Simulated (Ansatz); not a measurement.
Reaction (formal loss of a carbene): `[CH3][GaH][CH]=O` → `O=[CH][GaH2]` + `[CH2]` (triplet)

Calculated with Ansatz (gas phase, PBE0-D4/def2-TZVP geometries, no zero-point term in ΔE). CCSD(T)/CBS is the MP2 limit (def2-TZVPP, def2-QZVPP) plus CCSD(T) − MP2 in def2-TZVPP, frozen cores. This one scheme is used for every species. Triplets are unrestricted, without spin–orbit coupling. For Ga outer-core shells are correlated without core-valence functions, which leaves a few kJ/mol of doubt a bond. Scalar relativity is left out up to krypton. Each species was taken in one conformer, which may not be the lowest.

`[CH3][GaH][CH]=O`:

Z-matrix (Å, degrees):
```
C
Ga 1 1.963
H 1 1.090 2 112.1
H 1 1.092 2 110.4 3 122.1
H 1 1.094 2 109.4 3 -119.8
C 2 2.021 1 118.0 3 -153.3
H 2 1.572 1 123.7 3 18.5
O 6 1.211 2 113.2 1 77.1
H 6 1.118 2 128.3 1 -103.9
```

`O=[CH][GaH2]`:

Z-matrix (Å, degrees):
```
C
Ga 1 2.014
O 1 1.210 2 111.7
H 1 1.116 2 129.3 3 180.0
H 2 1.566 1 118.4 3 85.2
H 2 1.566 1 118.4 3 -85.2
```

`[CH2]` (triplet):

```xyz
3

C    -0.050   -0.210   -0.171
H    -0.376    0.737   -0.572
H     0.426   -0.527    0.744
```

| species | CCSD(T)/CBS(def2) energy (Eh) |
| --- | --- |
| `[CH3][GaH][CH]=O` | -2078.18542 |
| `O=[CH][GaH2]` | -2038.90941 |
| `[CH2]` (triplet) | -39.09499 |

Problem. Work out ΔE.

Solution. ΔE = (-2038.90941) + (-39.09499) − (-2078.18542) = 0.18102 Eh = +113.6 kcal/mol.

Largest T1 diagnostic among the species: 0.017.

From BLYP to BHLYP (50 % exact exchange), in def2-TZVPP and without D4, ΔE moves by −1.8 kcal/mol. In def2-TZVPP, CCSD(T) changes the Hartree–Fock value by +34.2 kcal/mol (the triples alone add +2.8 kcal/mol) and MP2 by +38.0 kcal/mol. At CCSD(T), def2-SVP lies −7.5 kcal/mol from the extrapolated value and def2-TZVPP −3.2 kcal/mol.
